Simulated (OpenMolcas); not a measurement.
An atom or ion with 26 electrons was computed by XMS-CASPT2, IPEA 0.25 Eh, imaginary shift 0.1 Eh with spin-orbit coupling (OpenMolcas, ANO-RCC-VTZP, DKH2). The lowest levels that the run gave, each within 12 % of the measured value where one is at hand:

| J | Parity | E (eV) | g |
| --- | --- | --- | --- |
| 4 | even | 0.0000 | 1.501 |
| 3 | even | 0.0529 | 1.501 |
| 2 | even | 0.0902 | 1.501 |
| 1 | even | 0.1141 | 1.501 |
| 0 | even | 0.1259 |  |
| 2 | even | 2.387 | 1.500 |
| 6 | even | 2.524 | 1.167 |
| 1 | even | 2.542 | 1.500 |
| 5 | even | 2.550 | 1.036 |
| 4 | even | 2.569 | 0.812 |
| 0 | even | 2.607 |  |
| 4 | even | 2.675 | 1.235 |

Which ion is it, and what are the configurations and terms?

Fe (Z = 26, neutral; active space 6 electrons in 5 orbitals (3d)). J, parity and g give the terms where levels are pure, and mixed ones are named by the computed weights; the size of the splittings, set against known spectra of the 26-electron sequence, gives the charge. In order, with the measured energies in eV (NIST Handbook of Basic Atomic Spectroscopic Data): 3d6 4s2 5D4, 3d6 4s2 5D3 (0.0516), 3d6 4s2 5D2 (0.0873), 3d6 4s2 5D1 (0.1101), 3d6 4s2 5D0 (0.1213), 3d6 4s2 3P2(1) (2.2786), 3d6 4s2 3H6 (2.4041), 3d6 4s2 3P1(1) (2.4242), 3d6 4s2 3H5 (2.4327), 3d6 4s2 3H4 (2.4534), 3d6 4s2 3P0(1) (2.4844), 3d6 4s2 3F4(1) (2.5592).

CASPT2 does not keep the components of a term degenerate, so their means are used; among the terms shown or strongly mixed into the levels shown the widest spread is 1400 cm-1 (3d6 4s2 3H). Some high roots are left out of the spin-orbit mixing, which shifts the levels that they would mix with. With the s shell closed, the reference lacks s² → p², s² → d² and s → d mixing, so excited terms can stand far too high and out of order, with CASPT2 too. The CASPT2 spread within a term exceeds the gap to the next term for 3d6 4s2 3P(1) and 3d6 4s2 3H, 3d6 4s2 3H and 3d6 4s2 3F(1), so the order of their levels is uncertain, and so are names and mixing where such terms share a J. Computed and measured levels are paired by configuration, term and J; levels that our copy of the source lacks, or whose pairing is in doubt (as where it misses far off the trend of its configuration), stay unpaired and out of the deviations. Only configurations of the active space appear.

A number in round brackets counts repeated terms of one configuration in the order of the reference energies.
